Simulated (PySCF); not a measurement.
Atom-mapped SMILES (the numbers label the heavy atoms): `[CH2:1]=[C:2]([CH3:3])[C:4]#[C:5][C:6](=[O:7])[O-:8]`; H(Xn) means a hydrogen on atom n. Ha(C1) is cis to C3; Hb(C1) is trans to C3.

Geometry: GFN2-xTB; GIAO absolute shieldings from PySCF, gas phase, non-relativistic, averaged over equivalent atoms.

At HF/3-21G (82 basis functions, 2.6 s wall time on 1 thread of an Intel Xeon Platinum 8488C, shared host):
```csv
atoms,σ (ppm)
C6,62.3
C2,87.9
C5,106.6
C1,107.9
C4,151.1
C3,189.7
O8,23.3
O7,37.1
Hb(C1),28.56
Ha(C1),28.83
H(C3),31.95
```

Task: What do these become at PBE0/pcSseg-1?

Result: 
| atoms | σ at PBE0/pcSseg-1 | change |
| --- | --- | --- |
| C6 | 29.6 | -32.7 |
| C2 | 46.8 | -41.1 |
| C5 | 71.8 | -34.8 |
| C1 | 76.4 | -31.5 |
| C4 | 111.8 | -39.3 |
| C3 | 158.6 | -31.1 |
| O8 | -55.0 | -78.3 |
| O7 | -24.9 | -62.0 |
| Hb(C1) | 26.99 | -1.57 |
| Ha(C1) | 27.11 | -1.72 |
| H(C3) | 29.97 | -1.98 |

The largest change is at O8 (carboxylate oxygen). Cost: 161 basis functions, 67 s wall time on 1 thread of an Intel Xeon, shared host. The order of the carbon signals is the same at both levels.
